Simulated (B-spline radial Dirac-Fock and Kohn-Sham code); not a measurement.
# X-ray form factors of lutetium in several charge states

The computed values come from a radial finite-basis atomic code: Dirac-Fock orbitals of the configuration average with a finite nucleus.

Configurations: Lu⁵⁺ [Xe] 4f12; Lu⁷⁺ [Kr] 4d10 4f13 5s2 5p3; Lu¹⁰⁺ [Kr] 4d10 4f12 5s2 5p1; Lu¹¹⁺ [Kr] 4d10 4f12 5s2. The first column is f₀ of Lu⁵⁺, the others are differences from it.

```
s (Å⁻¹)    Lu⁵⁺  Δ Lu⁷⁺  Δ Lu¹⁰⁺  Δ Lu¹¹⁺
      0  66.000  -2.000   -5.000   -6.000
    0.1  64.098  -1.632   -4.265   -5.144
    0.2  59.163  -0.797   -2.551   -3.130
    0.3  52.874  -0.019   -0.842   -1.090
    0.4  46.673  +0.388   +0.208   +0.202
    0.5  41.230  +0.439   +0.549   +0.653
    0.7  32.713  +0.125   +0.236   +0.305
    0.9  26.478  -0.082   -0.077   -0.089
    1.1  21.977  -0.098   -0.113   -0.143
    1.4  17.734  -0.028   -0.026   -0.034
```
